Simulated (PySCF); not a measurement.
FH$_{4}$NSi (calculated)

All values are calculated (PySCF 2.14.0). Calculation on a computer-drawn molecule: optimised geometry and harmonic frequencies of an isolated molecule of the commonest isotopes, restricted reference for singlets and unrestricted otherwise, frozen core in MP2.

Entry: FH$_{4}$NSi

Start structure:
```xyz
7
FH4NSi
N      0.0875    -2.1745    -1.9304
Si     0.9737    -1.1158    -0.9143
F      2.5595    -1.5129    -1.2551
H     -0.9289    -2.1115    -1.8418
H      0.3325    -2.3668    -2.7966
H      0.7302    -1.4444     0.4778
H      0.9692     0.2389    -1.2438
```

* charge: 0
* multiplicity: 1
* method: HF
* basis: cc-pV(D+d)Z
* rotational constants: 23.14, 6.871, 5.839 GHz
* total energy: -445.2515 hartree
* convergence status largest gradient component: 1.81e-05 hartree/bohr

Drawn bonds:
| atom | other atom | order |
| --- | --- | --- |
| 1 | 2 | 1 |
| 2 | 3 | 1 |
| 1 | 4 | 1 |
| 1 | 5 | 1 |
| 2 | 6 | 1 |
| 2 | 7 | 1 |

Optimised structure:
```xyz
7
FH4NSi
N     -0.0890    -1.9389    -1.9444
Si     1.0236    -1.1288    -0.9511
F      2.5234    -1.7391    -1.0185
H     -0.4189    -2.8537    -1.6996
H     -0.0574    -1.8287    -2.9406
H      0.6016    -1.2632     0.4501
H      1.1405     0.2655    -1.4002
```

Modes:
| frequency (cm⁻¹) | reduced mass (dalton) |
| --- | --- |
| 270.3 | 1.065 |
| 305.6 | 2.745 |
| 466.8 | 1.687 |
| 601.1 | 1.15 |
| 841.9 | 7.475 |
| 860.3 | 1.09 |
| 926.1 | 3.453 |
| 973.9 | 1.297 |
| 1023 | 1.094 |
| 1032 | 1.312 |
| 1695 | 1.117 |
| 2368 | 1.055 |
| 2371 | 1.027 |
| 3776 | 1.051 |
| 3868 | 1.095 |
